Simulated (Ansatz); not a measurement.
Species: sum formula SiH2Cl2, charge 1, multiplicity 2. 
Structure (B3LYP-D3(BJ)/def2-TZVP (Ansatz, a quantum-chemistry and plane-wave program) minimum search):
```xyz
5

Si    -0.0182    -0.6580    -0.1383
Cl     1.7350     0.3048     0.0877
Cl    -1.7143     0.4144     0.0214
H     -0.0669    -1.3303     1.2811
H     -0.0304    -1.6836    -1.1988
```
Charge +1, spin multiplicity 2.

Parts of the frozen-core correlation energy in 6-31G* (Ansatz, hartree). Frozen orbitals: 15; correlated occupied orbitals by spin: 10 and 9; virtual: 36 and 37. Open shells are spin-unrestricted. Spin-orbit coupling is left out. No relativistic terms.

```
term                             value
-------------------------  -----------
reference (HF)             -1208.71798
MP2 opposite-spin             -0.24995
MP2 same-spin                 -0.08766
CCSD correlation              -0.37553
(T)                           -0.01293
T1 diagnostic                    0.030
largest doubles amplitude        0.038
<S^2> of the reference           0.776
```
